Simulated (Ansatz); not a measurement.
Start from `[F][In]([Br])[Br]` and change one element to get `FB(Br)Br`.

Ansatz, PBE0-D4/def2-TZVP geometries, multiplicity 1. 

Elements past krypton have def2 core potentials. Scalar relativity is left out up to krypton.

```tsv
property	`[F][In]([Br])[Br]`
HOMO energy (PBE0/def2-TZVPP) / eV	-8.99
LUMO energy (PBE0/def2-TZVPP) / eV	-3.05
HOMO energy (PBE/def2-TZVPP) / eV	-7.68
HOMO–LUMO gap (ωB97M-V/def2-TZVPP) / eV	10.08
LUMO energy (ωB97M-V/def2-TZVPP) / eV	-1.11
size of the dipole moment (B3LYP/def2-TZVPP) / D	1.38
```

Problem. Give the same properties after the change, and the shifts. (Best estimate.)

Solution. The calculation gave: 
```json
{"property": "HOMO energy (PBE0/def2-TZVPP) / eV", "`FB(Br)Br`": "-8.63", "shift": "0.36"}
{"property": "LUMO energy (PBE0/def2-TZVPP) / eV", "`FB(Br)Br`": "-1.35", "shift": "1.70"}
{"property": "HOMO energy (PBE/def2-TZVPP) / eV", "`FB(Br)Br`": "-7.31", "shift": "0.37"}
{"property": "HOMO–LUMO gap (ωB97M-V/def2-TZVPP) / eV", "`FB(Br)Br`": "11.60", "shift": "1.52"}
{"property": "LUMO energy (ωB97M-V/def2-TZVPP) / eV", "`FB(Br)Br`": "0.77", "shift": "1.88"}
{"property": "size of the dipole moment (B3LYP/def2-TZVPP) / D", "`FB(Br)Br`": "0.33", "shift": "-1.05"}
```

With PBE0 the HOMO rises by 0.36 eV and the LUMO rises by 1.70 eV, so the gap widens by about 1.34 eV. PBE moves the HOMO by 0.37 eV and ωB97M-V by 0.36 eV. Dipoles are sizes alone; their direction can turn.

B3LYP here is the variant with VWN-RPA as its local correlation; programs differ in this.

Spin–orbit coupling is left out; it splits and shifts lone-pair levels of the heavy atoms by tenths of an eV.
